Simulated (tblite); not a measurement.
A geometry optimisation, step by step.

C₇H₈BCl.
Bonds: C1–C2, C2–C3 (triple), C3–C4, C4–C5 (double), C5–B6, B6–Cl7, C5–C8, C8–C9, C4–C9. Hydrogens: H10, H11, H12 on C1; H13 on B6; H14, H15 on C8; H16, H17 on C9.

Computed with GFN2-xTB (tblite), gas phase: L-BFGS steps from a force-field or distance-geometry start until the largest atomic force falls under 0.01 eV/Å. 10 of its 82 geometries are shown.

Step 0: E = -673.6966 eV, largest atomic force 4.653 eV/Å
```
atom  x, y, z in Å  |  force x, y, z in eV/Å
C1      3.565    0.608    0.269   -0.447  -0.760  -0.365
C2      2.126    0.273    0.229    1.577   0.023   0.186
C3      0.967   -0.038    0.214   -2.046  -0.536  -0.037
C4     -0.438   -0.411    0.163    4.643   0.179   0.243
C5     -1.548    0.267   -0.024   -1.454   3.073  -1.118
B6     -1.927    1.749   -0.320    1.398   0.222   0.252
Cl7    -0.768    2.707   -1.387   -1.337  -0.867   1.079
C8     -2.352   -0.948    0.123   -2.898  -1.347   0.277
C9     -1.095   -1.732    0.350    1.604  -0.482   0.470
H10     4.006    0.418    1.271   -0.479   0.446  -0.560
H11     3.647    1.638   -0.080    0.264  -0.029   0.380
H12     4.145   -0.033   -0.440   -0.597   0.355   0.382
H13    -2.720    2.263    0.410    0.191   0.080  -0.824
H14    -3.003   -0.988    1.029   -0.016   0.146  -0.823
H15    -2.892   -1.260   -0.799   -0.033   0.252   0.714
H16    -0.774   -2.399   -0.453   -0.264  -0.412   0.477
H17    -0.947   -2.102    1.383   -0.107  -0.343  -0.734
```

Step 9: E = -674.3761 eV, largest atomic force 0.180 eV/Å
```
atom  x, y, z in Å  |  force x, y, z in eV/Å
C1      3.551    0.594    0.250   -0.027   0.014   0.026
C2      2.154    0.235    0.238   -0.003   0.054  -0.029
C3      0.975   -0.020    0.204   -0.013  -0.101  -0.043
C4     -0.366   -0.392    0.140    0.090  -0.004   0.010
C5     -1.528    0.291   -0.049   -0.060   0.096   0.048
B6     -1.845    1.767   -0.250    0.018   0.121  -0.132
Cl7    -0.856    2.686   -1.304    0.005   0.012   0.142
C8     -2.367   -0.960    0.132    0.005  -0.050   0.034
C9     -1.040   -1.719    0.349    0.067  -0.067  -0.013
H10     3.959    0.460    1.254    0.017  -0.028  -0.051
H11     3.671    1.640   -0.040    0.003  -0.063  -0.016
H12     4.097   -0.042   -0.450    0.002   0.060   0.068
H13    -2.732    2.311    0.294   -0.086  -0.009  -0.079
H14    -3.042   -0.958    0.982   -0.017   0.055   0.128
H15    -2.928   -1.260   -0.750    0.008   0.004  -0.081
H16    -0.790   -2.465   -0.400   -0.041  -0.098  -0.060
H17    -0.918   -2.155    1.339    0.033   0.003   0.049
```

Step 18: E = -674.4153 eV, largest atomic force 0.247 eV/Å
```
atom  x, y, z in Å  |  force x, y, z in eV/Å
C1      3.547    0.603    0.250    0.045  -0.004   0.006
C2      2.147    0.257    0.213    0.103  -0.079  -0.055
C3      0.993   -0.089    0.147   -0.010   0.148  -0.034
C4     -0.358   -0.417    0.101    0.150   0.031   0.039
C5     -1.513    0.298   -0.027   -0.049   0.129   0.006
B6     -1.865    1.764   -0.261    0.062   0.110  -0.086
Cl7    -0.783    2.758   -1.145    0.046  -0.052   0.106
C8     -2.359   -0.945    0.173   -0.031  -0.018  -0.027
C9     -1.046   -1.730    0.341    0.139  -0.072   0.032
H10     3.947    0.450    1.254   -0.053   0.057  -0.008
H11     3.685    1.646   -0.041   -0.012  -0.058   0.042
H12     4.108   -0.035   -0.435   -0.037   0.019  -0.027
H13    -2.856    2.280    0.113    0.001  -0.179  -0.031
H14    -3.017   -0.938    1.034   -0.094   0.017   0.103
H15    -2.911   -1.226   -0.716   -0.229  -0.047  -0.081
H16    -0.859   -2.511   -0.390    0.019  -0.011  -0.175
H17    -0.866   -2.152    1.325   -0.050   0.009   0.190
```

Step 27: E = -674.4665 eV, largest atomic force 0.143 eV/Å
```
atom  x, y, z in Å  |  force x, y, z in eV/Å
C1      3.555    0.600    0.241    0.025   0.010  -0.028
C2      2.164    0.229    0.149    0.025   0.027   0.027
C3      0.998   -0.075    0.072    0.026  -0.023   0.086
C4     -0.350   -0.419    0.083    0.072   0.002  -0.067
C5     -1.508    0.297   -0.018   -0.015   0.076  -0.086
B6     -1.865    1.746   -0.296   -0.011   0.032  -0.033
Cl7    -0.665    2.826   -0.868   -0.036  -0.020   0.078
C8     -2.362   -0.933    0.213   -0.053   0.060  -0.009
C9     -1.047   -1.728    0.337    0.043  -0.022   0.042
H10     3.917    0.457    1.261   -0.052  -0.039  -0.047
H11     3.694    1.647   -0.031   -0.065  -0.008  -0.019
H12     4.146   -0.020   -0.433    0.024  -0.014   0.013
H13    -2.965    2.134   -0.158    0.016   0.084  -0.040
H14    -2.983   -0.902    1.102   -0.011  -0.017   0.140
H15    -2.985   -1.201   -0.634   -0.048  -0.084  -0.103
H16    -0.901   -2.510   -0.405    0.070   0.023  -0.066
H17    -0.849   -2.138    1.323   -0.009  -0.088   0.112
```

Step 36: E = -674.4849 eV, largest atomic force 0.058 eV/Å
```
atom  x, y, z in Å  |  force x, y, z in eV/Å
C1      3.554    0.595    0.224   -0.015  -0.006  -0.001
C2      2.167    0.214    0.123   -0.014   0.000   0.024
C3      0.996   -0.078    0.079   -0.006   0.017   0.012
C4     -0.353   -0.413    0.089   -0.004   0.029  -0.011
C5     -1.517    0.294   -0.050   -0.014   0.025   0.024
B6     -1.875    1.744   -0.335    0.026  -0.026   0.002
Cl7    -0.631    2.867   -0.678    0.016  -0.001   0.011
C8     -2.363   -0.936    0.225   -0.035   0.044  -0.001
C9     -1.042   -1.725    0.349    0.007   0.014  -0.007
H10     3.890    0.447    1.252    0.027   0.014  -0.014
H11     3.672    1.645   -0.042    0.007  -0.013  -0.005
H12     4.171   -0.015   -0.436   -0.034   0.000  -0.007
H13    -2.984    2.130   -0.329    0.018  -0.006  -0.012
H14    -2.942   -0.879    1.145   -0.022  -0.010   0.021
H15    -3.022   -1.234   -0.588    0.015  -0.045  -0.033
H16    -0.880   -2.480   -0.418    0.007  -0.025  -0.015
H17    -0.850   -2.163    1.328    0.019  -0.011   0.012
```

Step 45: E = -674.4888 eV, largest atomic force 0.087 eV/Å
```
atom  x, y, z in Å  |  force x, y, z in eV/Å
C1      3.548    0.593    0.221   -0.010  -0.001  -0.002
C2      2.158    0.221    0.150   -0.003   0.008  -0.008
C3      0.985   -0.061    0.096    0.017   0.003   0.008
C4     -0.361   -0.404    0.099   -0.002   0.031   0.016
C5     -1.529    0.295   -0.046    0.009  -0.003   0.030
B6     -1.867    1.750   -0.338   -0.019  -0.085   0.001
Cl7    -0.604    2.866   -0.632    0.012  -0.018   0.012
C8     -2.367   -0.944    0.226   -0.023   0.060  -0.026
C9     -1.039   -1.721    0.353    0.001   0.012  -0.001
H10     3.912    0.452    1.239    0.013   0.001  -0.009
H11     3.666    1.641   -0.057    0.015  -0.007  -0.008
H12     4.140   -0.027   -0.453   -0.011   0.011   0.003
H13    -2.973    2.140   -0.374   -0.011   0.022  -0.004
H14    -2.954   -0.892    1.142    0.007  -0.009  -0.014
H15    -3.010   -1.263   -0.592   -0.018   0.021  -0.020
H16    -0.874   -2.469   -0.421    0.026  -0.031  -0.009
H17    -0.838   -2.164    1.326   -0.002  -0.014   0.033
```

Step 54: E = -674.4915 eV, largest atomic force 0.040 eV/Å
```
atom  x, y, z in Å  |  force x, y, z in eV/Å
C1      3.546    0.595    0.212   -0.008  -0.002  -0.008
C2      2.152    0.235    0.169   -0.003   0.008  -0.007
C3      0.978   -0.047    0.124    0.007   0.003   0.007
C4     -0.367   -0.395    0.122   -0.006   0.008   0.007
C5     -1.539    0.294   -0.034    0.016  -0.007   0.013
B6     -1.870    1.746   -0.340    0.003  -0.032   0.024
Cl7    -0.580    2.841   -0.590    0.009   0.036  -0.007
C8     -2.371   -0.951    0.217   -0.006   0.028  -0.010
C9     -1.038   -1.720    0.358   -0.005   0.002   0.006
H10     3.934    0.456    1.222   -0.008  -0.005  -0.010
H11     3.672    1.639   -0.075   -0.003  -0.003  -0.005
H12     4.114   -0.036   -0.472    0.009   0.006   0.003
H13    -2.969    2.153   -0.411    0.005  -0.005  -0.006
H14    -2.966   -0.911    1.129   -0.008  -0.009  -0.017
H15    -3.006   -1.260   -0.611    0.011  -0.012  -0.002
H16    -0.851   -2.463   -0.415    0.000  -0.009  -0.011
H17    -0.847   -2.166    1.333   -0.015  -0.008   0.023
```

Step 63: E = -674.4931 eV, largest atomic force 0.027 eV/Å
```
atom  x, y, z in Å  |  force x, y, z in eV/Å
C1      3.546    0.599    0.199   -0.006  -0.010  -0.003
C2      2.149    0.246    0.172   -0.006  -0.015   0.003
C3      0.978   -0.044    0.154   -0.002   0.000  -0.002
C4     -0.367   -0.393    0.152   -0.011  -0.006  -0.002
C5     -1.538    0.296   -0.015    0.012  -0.007  -0.014
B6     -1.862    1.748   -0.329   -0.014  -0.021   0.003
Cl7    -0.571    2.845   -0.575   -0.010   0.002   0.012
C8     -2.373   -0.954    0.206   -0.003   0.026   0.001
C9     -1.041   -1.720    0.369   -0.011  -0.009   0.006
H10     3.940    0.456    1.205    0.007   0.023  -0.002
H11     3.676    1.641   -0.093    0.001  -0.008   0.010
H12     4.104   -0.038   -0.487    0.003   0.005  -0.012
H13    -2.961    2.152   -0.423    0.012  -0.001   0.002
H14    -2.991   -0.929    1.102   -0.008   0.010  -0.008
H15    -2.986   -1.259   -0.640    0.024   0.012   0.000
H16    -0.837   -2.462   -0.402    0.004  -0.007  -0.015
H17    -0.875   -2.172    1.346    0.010   0.005   0.022
```

Step 72: E = -674.4944 eV, largest atomic force 0.038 eV/Å
```
atom  x, y, z in Å  |  force x, y, z in eV/Å
C1      3.546    0.600    0.186    0.001   0.000   0.002
C2      2.151    0.240    0.173    0.001  -0.005   0.004
C3      0.979   -0.052    0.169    0.002   0.002  -0.005
C4     -0.366   -0.398    0.170   -0.009   0.004   0.012
C5     -1.533    0.295   -0.008    0.017   0.011  -0.021
B6     -1.857    1.744   -0.327   -0.016   0.007   0.003
Cl7    -0.572    2.859   -0.516    0.005   0.002   0.005
C8     -2.373   -0.953    0.199   -0.002   0.036  -0.011
C9     -1.045   -1.722    0.384   -0.015  -0.002  -0.007
H10     3.950    0.465    1.190    0.012   0.000   0.002
H11     3.668    1.642   -0.108   -0.008   0.004  -0.004
H12     4.102   -0.035   -0.504    0.000  -0.001  -0.001
H13    -2.955    2.138   -0.460    0.002  -0.003   0.006
H14    -3.014   -0.924    1.079    0.004  -0.016  -0.010
H15    -2.964   -1.252   -0.665   -0.003  -0.009   0.017
H16    -0.834   -2.462   -0.387    0.009  -0.033   0.005
H17    -0.890   -2.171    1.364   -0.001   0.003   0.003
```

Step 81: E = -674.4951 eV, largest atomic force 0.009 eV/Å
```
atom  x, y, z in Å  |  force x, y, z in eV/Å
C1      3.547    0.600    0.179    0.000   0.004  -0.001
C2      2.154    0.231    0.183    0.001  -0.002  -0.001
C3      0.982   -0.058    0.180   -0.001  -0.001  -0.005
C4     -0.364   -0.401    0.177   -0.004   0.001   0.006
C5     -1.528    0.295   -0.012    0.003  -0.004  -0.008
B6     -1.854    1.746   -0.323   -0.001  -0.006   0.005
Cl7    -0.574    2.872   -0.478    0.008  -0.001   0.001
C8     -2.373   -0.951    0.186   -0.003   0.005  -0.003
C9     -1.050   -1.723    0.390   -0.004   0.001   0.001
H10     3.969    0.473    1.177   -0.006  -0.004   0.003
H11     3.654    1.642   -0.121    0.003   0.007  -0.002
H12     4.100   -0.032   -0.516   -0.005  -0.003   0.000
H13    -2.952    2.133   -0.469   -0.005   0.001   0.004
H14    -3.026   -0.925    1.057    0.000   0.006  -0.001
H15    -2.954   -1.253   -0.684    0.005  -0.005  -0.002
H16    -0.830   -2.477   -0.365    0.003  -0.003  -0.001
H17    -0.910   -2.159    1.379    0.004   0.003   0.003
```

Q: Summarise the path.

A: The energy falls by 0.7986 eV from step 0 to step 81; nine tenths of that is first reached at step 19. It falls at every step. The largest force goes from 4.653 to 0.009 eV/Å. Among the bonds B6–Cl7 changes most, from 1.844 to 1.711 Å; the atoms move by 0.328 Å rms after alignment.

The cost below is that of the whole relaxation. On one thread of an Intel Xeon at 2.50 GHz, no GPU, shared host with 64 logical CPUs at a one-minute load of 63, this took 2.2 s.
